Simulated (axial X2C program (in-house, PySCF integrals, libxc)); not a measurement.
## ZnSi⁺: from Re and ωe to a spectrum

A bond curve at the PBE0 level, 2c, was computed with an in-house relativistic program for diatomic molecules (basis Zn dyall-cv3z [9s10p6d3f2g], Si dyall-v3z [8s7p2d1f] (cores contracted in-house)) for the state Ω = 1/2 (⟨Sz⟩ = -0.50, ⟨Lz⟩ = 1.00 at PBE0). Its fit gives Re = 2.5088 Å, ωe = 242.2 cm⁻¹, ωexe = 1.23 cm⁻¹ and αe = 1.020e-03 cm⁻¹; the masses are 63.9291 and 27.9769 u. Two-component means X2C with spin–orbit coupling and atomic mean-field Coulomb and Gaunt terms.

Task: Find the reduced mass, Be and the force constant.

Result: From the PBE0 values: μ = 19.4605 u. Be = 16.8576/(μ Re²) = 0.1376 cm⁻¹. k = 5.8918×10⁻⁷ μ ωe² = 0.673 mdyn/Å.

Task: Estimate the centrifugal constant by the Kratzer relation.

Result: D = 4Be³/ωe² = 1.78e-07 cm⁻¹.

Task: Where do the fundamental and the first overtone lie?

Result: ν(1←0) = ωe − 2ωexe = 239.7 cm⁻¹; ν(2←0) = 2ωe − 6ωexe = 477.0 cm⁻¹.

Task: Estimate De from a Morse curve and compare with the computed well depth of 1.761 eV to Zn + Si+.

Result: De(Morse) = ωe²/(4ωexe) = 1.478 eV against 1.761 eV computed, a ratio of 0.84. The extrapolation falls short: long-range attraction (ionic or ion–induced dipole) or a change of character along the curve can cause this.

Task: A Morse curve ties αe to the other constants (Pekeris). How well does that hold?

Result: αe(Morse) = 6Be²/ωe × (√(ωexe/Be) − 1) = 9.336e-04 cm⁻¹; the PBE0 curve gives 1.020e-03 cm⁻¹, a ratio of 0.92.

The state is a single determinant with fixed occupations, the lowest that a limited PBE0 search found. De is counted from the lowest determinant-based energies of the atoms at the same level, without counterpoise correction. Density functionals use the spin component along the axis (collinear). In 2c an atomic determinant is not the ground J level, so De misses part of the atomic spin–orbit lowering. This holds for PBE0. Without a current term, density functionals place determinants with orbital angular momentum somewhat too high.
